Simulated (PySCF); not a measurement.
## Co⁺ (cobalt, charge +1): M06-L calculation

Configuration: [Ar] 3d8, high-spin 3F determinant. All numbers are calculated (PySCF 2.14, the non-relativistic Hamiltonian (point nucleus), in aug-cc-pwCVTZ).

```
Total energy                                     : -1382.427 hartree
One-electron energy                              : -1910.398 hartree
Hartree (Coulomb) energy                         : 587.223 hartree
Exchange-correlation energy                      : -59.253 hartree
Kinetic energy                                   : 1381.10019 hartree
⟨S²⟩                                             : 2.0062
⟨L²⟩                                             : 12.020
Sum of ⟨r⟩                                       : 17.46 bohr
Sum of ⟨r²⟩                                      : 20.35 bohr²
Density at the nucleus (Gaussians lack the cusp) : 13300 bohr⁻³
Spin density at the nucleus                      : -0.162 bohr⁻³
Langevin diamagnetic susceptibility              : -16.1 ×10⁻⁶ cm³/mol
Time after the integrals                         : of the order of 6 core-seconds
```

| shell | electrons | mean orbital energy (hartree) | spread (hartree) | rms radius, mean of both spins (bohr) |
| --- | --- | --- | --- | --- |
| 1s β | 1 | -277.17569 | 0 | 0.0659 |
| 1s α | 1 | -277.17544 | 0 | 0.0659 |
| 2s α | 1 | -32.95270 | 0 | 0.280 |
| 2s β | 1 | -32.90290 | 0 | 0.280 |
| 2p α | 3 | -28.50937 | 0 | 0.250 |
| 2p β | 3 | -28.47379 | 0 | 0.250 |
| 3s α | 1 | -3.97607 | 0 | 0.844 |
| 3s β | 1 | -3.82915 | 0 | 0.844 |
| 3p α | 3 | -2.62782 | 0 | 0.900 |
| 3p β | 3 | -2.49439 | 0 | 0.900 |
| 3d α | 5 | -0.47491 | 0.03271 | 1.30 |
| 3d β | 3 | -0.41532 | 0 | 1.30 |
